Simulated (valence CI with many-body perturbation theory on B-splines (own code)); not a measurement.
# Sb XXI: what each term of the Hamiltonian does

Computed by configuration interaction combined with many-body perturbation theory (CI+MBPT): three valence electrons over a frozen Dirac-Fock core [Ar] 3d10, a basis of 11 s, 11 p, 9 d, 7 f, 5 g, 2 h, 1 i functions for each j, with the one-electron correlation potential Σ1, the two-electron term Σ2, the three-electron term Σ3, Breit, model QED; selected CI, second order for the rest (own B-spline code, finite nucleus).

No measured spectrum was set against this ion. As an estimate, levels hold to about 250 cm⁻¹ or 0.2 % of their energy and the worst to 1 %, as in measured heavy ions of charge 2 to 7; those with d or f electrons hold less well.

Each rung adds one term. CI alone is the Dirac-Coulomb CI over the frozen core; QED comes last and gives the full result, which names the levels. Energies are above 4s²4p ²P°_1/2 on the same rung, in eV.

Names give the largest LS component (configuration and term), which can be under half, so a name can repeat, a term be missing and a line seem to break the LS rules; names also repeat where a configuration has a term twice. Letters in brackets count levels of one name in rising energy.

```csv
Level,CI alone,Σ1,Σ2,Σ3,Breit,QED,Full
4s²4p ²P°_3/2,12.37,+0.100,+0.035,+0.001,-0.176,+0.022,12.35
4s4p² ⁴P_1/2,42.67,+0.024,+0.317,+0.007,+0.135,-0.234,42.92
4s4p² ⁴P_3/2,50.26,+0.101,+0.446,+0.011,-0.007,-0.215,50.59
4s4p² ⁴P_5/2,54.01,+0.114,+0.348,+0.009,-0.039,-0.212,54.23
4s4p² ²D_3/2,60.87,+0.117,+0.029,+0.004,-0.037,-0.206,60.78
4s4p² ²P_1/2,65.60,+0.107,-0.608,-0.005,+0.016,-0.221,64.89
4s4p² ²D_5/2,66.44,+0.189,+0.265,+0.007,-0.176,-0.188,66.53
4s4p² ²S_1/2,77.72,+0.206,-0.361,-0.006,-0.161,-0.197,77.21
4s4p² ²P_3/2,79.09,+0.203,-0.720,-0.003,-0.164,-0.195,78.21
4s²4d ²D_3/2,94.32,+0.108,-0.617,-0.001,-0.292,-0.018,93.50
4s²4d ²D_5/2,96.50,+0.134,-0.591,0.000,-0.366,-0.009,95.67
4p³ ²P°_3/2 [a],107.73,+0.122,-0.241,+0.006,+0.135,-0.444,107.31
4p³ ⁴S°_3/2,116.50,+0.209,-0.126,+0.011,-0.029,-0.420,116.15
4p³ ²D°_5/2,116.92,+0.204,+0.141,+0.012,-0.058,-0.404,116.82
4p³ ²P°_1/2,123.94,+0.221,-0.299,0.000,-0.032,-0.419,123.41
4s4p4d ⁴F°_3/2,126.77,+0.097,+0.383,+0.018,-0.135,-0.245,126.89
4s4p4d ⁴F°_5/2,129.15,+0.113,+0.335,+0.018,-0.176,-0.241,129.20
4p³ ²P°_3/2 [b],132.21,+0.292,-0.069,+0.006,-0.205,-0.380,131.85
4s4p4d ⁴F°_7/2,133.10,+0.146,+0.305,+0.018,-0.253,-0.231,133.08
4s4p4d ⁴P°_5/2,134.97,+0.129,-0.141,+0.010,-0.201,-0.240,134.52
4s4p4d ⁴D°_3/2,135.97,+0.129,-0.235,+0.009,-0.180,-0.243,135.45
4s4p4d ⁴D°_1/2,136.36,+0.118,-0.289,+0.008,-0.159,-0.239,135.80
4s4p4d ⁴F°_9/2,140.47,+0.220,+0.464,+0.020,-0.396,-0.213,140.56
4s4p4d ²F°_5/2 [a],141.26,+0.146,-0.194,0.000,-0.207,-0.244,140.76
4s4p4d ²D°_3/2 [a],142.67,+0.171,-0.319,+0.003,-0.221,-0.250,142.05
4s4p4d ⁴P°_1/2,144.36,+0.198,-0.029,+0.011,-0.302,-0.220,144.02
4s4p4d ⁴D°_5/2,144.76,+0.195,-0.154,+0.010,-0.310,-0.222,144.28
4s4p4d ⁴D°_7/2,144.92,+0.205,-0.150,+0.011,-0.350,-0.218,144.42
4s4p4d ⁴P°_3/2,144.91,+0.201,-0.104,+0.010,-0.315,-0.221,144.48
4s4p4d ²D°_5/2 [a],147.89,+0.224,-0.127,+0.009,-0.370,-0.220,147.41
4s4p4d ²D°_3/2 [b],152.43,+0.191,-0.718,-0.006,-0.265,-0.237,151.40
```

The middle columns are the shifts that each term adds.

**Question.** How does the ionisation energy move along the ladder, and which term matters most?

**Answer.** CI alone 584.75, + Σ1 586.18, + Σ2 585.99, + Σ3 585.96, + Breit 585.50, + QED 585.52 eV. The largest step is Σ1, 1.43 eV. NIST lists 584 ± 4 eV (theoretical).
